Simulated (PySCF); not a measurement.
Calculation: PySCF 2.14.0 with B3LYP-D3(BJ)/def2-TZVP // PBE0-D4/def2-TZVP. Isolated molecules, 0 K electronic values unless said otherwise. One relaxed conformer stands for a flexible species; it need not be the lowest. B3LYP has the VWN-RPA correlation part, as in Gaussian. 

Reference species (SMILES): `[CH2]S` (neutral, multiplicity 2).

- highest occupied spin orbital = -4.95 eV

Changed species: `[CH2]CO` (radical fragment; the reference has radical fragment).

Question: What does the change do to the highest occupied spin orbital?

Answer: the highest occupied spin orbital falls by 1.11 eV, to -6.06 eV.
